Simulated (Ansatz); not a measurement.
The first iterations of a band of AlH$_{5}$O$_{2}$Si (9 atoms, charge 0, multiplicity 1).

Theory: RKS revPBE-D4/cc-pVDZ in Ansatz 0.2.0.

```json
{"movable images": "7", "climbing image": "yes", "spring": "5.0 eV/Å²", "optimiser": "quadratic models (default)", "start path": "through a guess of the saddle point", "force threshold": "0.05 eV/Å", "iteration limit": "60", "end points": "relaxed"}
```

Initial state:

```xyz
9
Properties=species:S:1:pos:R:3
O -1.007 2.055 -0.519
Al -0.224 1.232 0.829
Si 0.363 -1.129 0.340
O 0.206 -1.356 -1.372
H -1.195 1.510 -1.308
H -0.016 2.155 2.126
H 1.731 -1.571 0.838
H -0.645 -2.099 0.914
H 0.876 -0.845 -1.865
```

Final state:

```xyz
9
Properties=species:S:1:pos:R:3
O -1.592 2.064 0.755
Al -0.155 1.318 0.065
Si 0.187 -1.142 -0.013
O 1.355 -1.556 -1.218
H -2.295 1.495 1.118
H 0.898 2.393 -0.502
H 0.574 -1.700 1.351
H -1.056 -1.889 -0.444
H 2.173 -1.030 -1.129
```

| iteration | highest image above the first end (eV) | largest band force component (eV/Å) |
| --- | --- | --- |
| 1 | 7.305 | 53.730 |
| 2 | 3.610 | 28.518 |
| 3 | 1.137 | 12.415 |
| 4 | 0.347 | 4.289 |
| 5 | 0.408 | 3.808 |

Does the band converge within its limit, and where does its top end?

The run converged. It ended after 16 iterations with the highest image 0.033 eV above the first end. A vibrational analysis at the climbing image gives one clearly imaginary mode, 42i cm⁻¹: a first-order saddle point.

The run took 8.3 min on 1 thread of Arm Neoverse N1, on a shared host, peak memory 0.14 GiB.
